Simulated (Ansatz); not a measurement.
Consider the formal hydrolysis of the Hf–Se bond: `C[N](C)[Hf]([SeH])([N](C)C)[N](C)C` + H₂O → `C[N](C)[Hf]([OH])([N](C)C)[N](C)C` + H₂Se.

Gas-phase electronic energies from Ansatz, PBE0-D4/def2-TZVP geometries. CCSD(T)/CBS is the MP2 limit (def2-TZVPP, def2-QZVPP) plus CCSD(T) − MP2 in def2-TZVPP, frozen cores. This one scheme is used for every species. DFT in def2-TZVPP. def2 core potentials past Kr. For Hf, Se outer-core shells are correlated without core-valence functions, which leaves a few kJ/mol of doubt a bond. Scalar relativity is left out up to krypton. One conformer a species, not always the lowest.

`C[N](C)[Hf]([SeH])([N](C)C)[N](C)C`:

Z-matrix (Å, degrees):
```
Hf
Se 1 2.637
N 1 2.039 2 110.9
N 1 2.038 2 112.0 3 -121.1
C 1 2.993 2 98.5 3 -98.7
C 1 3.156 2 122.0 3 -19.6
N 1 2.032 2 105.3 3 118.0
C 1 3.164 2 112.8 3 98.0
C 1 3.018 2 94.4 3 19.1
C 1 3.171 2 119.1 3 -142.2
C 1 2.991 2 93.6 3 140.9
H 2 1.472 1 91.6 3 71.7
H 5 1.099 1 123.1 2 -41.6
H 5 1.100 1 126.8 2 158.1
H 5 1.098 1 73.9 2 58.6
H 6 1.092 1 80.8 2 -119.9
H 6 1.100 1 124.4 2 135.1
H 6 1.100 1 122.6 2 -14.3
H 8 1.100 1 123.3 2 145.9
H 8 1.092 1 81.4 2 -108.5
H 8 1.099 1 123.1 2 -2.5
H 9 1.100 1 125.3 2 148.4
H 9 1.099 1 124.1 2 -53.0
H 9 1.096 1 74.8 2 47.3
H 10 1.093 1 81.6 2 -109.3
H 10 1.100 1 121.7 2 -3.4
H 10 1.100 1 124.8 2 145.1
H 11 1.099 1 125.2 2 -39.8
H 11 1.098 1 74.0 2 59.9
H 11 1.100 1 124.5 2 160.5
```

H₂O:

Z-matrix (Å, degrees):
```
O
H 1 0.960
H 1 0.960 2 105.1
```

`C[N](C)[Hf]([OH])([N](C)C)[N](C)C`:

Z-matrix (Å, degrees):
```
Hf
O 1 1.952
N 1 2.046 2 111.2
N 1 2.049 2 111.2 3 120.3
C 1 3.146 2 126.7 3 136.9
C 1 3.026 2 92.2 3 -16.0
N 1 2.046 2 113.8 3 -119.6
C 1 2.992 2 97.5 3 -140.0
C 1 3.151 2 125.1 3 17.9
C 1 3.041 2 91.4 3 105.9
C 1 3.178 2 123.9 3 -99.7
H 2 0.951 1 160.5 3 121.7
H 5 1.101 1 123.6 2 28.5
H 5 1.093 1 79.7 2 133.1
H 5 1.101 1 124.2 2 -122.4
H 6 1.096 1 75.0 2 -39.7
H 6 1.101 1 125.9 2 -140.3
H 6 1.101 1 124.1 2 61.1
H 8 1.101 1 124.6 2 50.5
H 8 1.101 1 125.9 2 -148.5
H 8 1.098 1 73.6 2 -49.3
H 9 1.101 1 124.7 2 -126.5
H 9 1.092 1 80.1 2 128.6
H 9 1.101 1 122.8 2 23.8
H 10 1.101 1 125.1 2 -136.0
H 10 1.096 1 75.4 2 -34.8
H 10 1.101 1 124.7 2 66.2
H 11 1.092 1 81.3 2 116.5
H 11 1.101 1 122.9 2 10.7
H 11 1.101 1 124.1 2 -137.9
```

H₂Se:

Z-matrix (Å, degrees):
```
Se
H 1 1.467
H 1 1.467 2 91.2
```

| level | ΔE (kcal/mol) |
| --- | --- |
| PBE-QIDH | 1.1 |
| BHLYP | -3.8 |

(1) What does CCSD(T)/CBS give? (An estimate is asked.)

Largest T1 diagnostic among the species: 0.014.

## Answers

(1) Computed: +1.4 kcal/mol. The listed levels differ from it by -0.3, -5.2 kcal/mol.

In def2-TZVPP, CCSD(T) changes the Hartree–Fock value by +4.4 kcal/mol (the triples alone add +1.2 kcal/mol) and MP2 by +6.4 kcal/mol. From BLYP to BHLYP (50 % exact exchange), in def2-TZVPP and without D4, ΔE moves by +1.2 kcal/mol.
